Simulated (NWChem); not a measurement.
# vinylidene fluoride (C₂H₂F₂); SMILES C=C(F)F

All runs: NWChem. Medium grid unless said otherwise, to which SCAN and Minnesota functionals are sensitive. The geometry was optimised at PBE0/def2-SVP. Computed dipoles belong to the equilibrium geometry; the measured one is vibrationally averaged.

Measured dipole moment: 1.38 D (NIST CCCBDB, as tabulated in the package chemicals).

| level | dipole moment (D) | computed − measured | relative time (rough) |
|---|---|---|---|
| LDA (Slater exchange, VWN5)/def2-TZVPD | 1.10 | -0.28 | 2 |
| PBE/def2-TZVPD | 1.02 | -0.36 | 1 |
| BLYP/def2-TZVPD | 1.07 | -0.31 | 2 |
| TPSS/def2-TZVPD | … | … | 1 |
| r2SCAN/def2-TZVPD | 1.05 | -0.33 | 1 |
| B3LYP/def2-TZVPD | 1.19 | -0.19 | 1 |
| PBE0/def2-TZVPD | 1.17 | -0.21 | 1 |
| M06-2X/def2-TZVPD | 1.29 | -0.09 | 1 |
| CAM-B3LYP/def2-TZVPD | … | … | 20 |
| Hartree-Fock/def2-TZVPD | 1.40 | +0.02 | 1 |

Question: Fill in the missing entries.

Answer: 
- TPSS/def2-TZVPD, dipole moment (D): 1.08
- TPSS/def2-TZVPD, computed − measured: -0.30
- CAM-B3LYP/def2-TZVPD, dipole moment (D): 1.25
- CAM-B3LYP/def2-TZVPD, computed − measured: -0.13
